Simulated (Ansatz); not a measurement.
Ideal-gas functions of `[OH][GeH]([Cl])[GeH3]` at 600 K and 1 bar, from an Ansatz frequency run at PBE0-D4/def2-TZVP.

Molar mass 201.71 g/mol, point group C1 (symmetry number 1), electronic degeneracy 1, moments of inertia 159.681, 416.798, 524.184 u Å². Harmonic wavenumbers (cm⁻¹, unscaled): 75, 88, 135, 172, 243, 274, 409, 456, 464, 685, 698, 727, 791, 876, 876, 939, 2155, 2167, 2173, 2177, 3889.

Use S(trans) = R[1.5 ln M + 2.5 ln T − 1.1517]; rotational temperatures θ = 24.2544 K / I; S(rot) = R[ln(√π/σ · √(T³/θAθBθC)) + 1.5]; for each mode x = 1.438777 ν̃/T, S = R[x/(eˣ − 1) − ln(1 − e⁻ˣ)] and H = RT x/(eˣ − 1); 1 cm⁻¹ = 0.0119627 kJ/mol; R = 8.31446 J/(mol·K).

**Question.** By hand: the entropy, in J/(mol·K).

**Answer.** Translation 189.6. Rotation: θ = 0.1519, 0.0582, 0.0463 K, giving 129.4. Vibration, mode by mode: 22.59, 21.27, 17.73, 15.74, 12.92, 11.95, 8.80, 7.97, 7.84, 5.06, 4.94, 4.67, 4.14, 3.52, 3.52, 3.13, 0.29, 0.29, 0.28, 0.28, 0.01, in all 156.9. Electronic 0.0. Sum 475.9 J/(mol·K).

**Question.** By hand: H − E and G − E in kJ/mol, counted from the electronic energy.

**Answer.** Zero-point energy ½ × 20469 × 0.0119627 = 122.4; thermal vibration 45.1; translation, rotation and pV give 4 RT = 20.0. H − E = 187.5 kJ/mol, and G − E = 187.5 − 600 × 475.9/1000 = -98.0 kJ/mol.

Vibration gives 33 % of the entropy, 61.6 J/(mol·K) of it from the modes under 150 cm⁻¹: soft modes count most, and the harmonic formula is weakest for them. The sum counts one conformer and one mirror image; others add a mixing term.
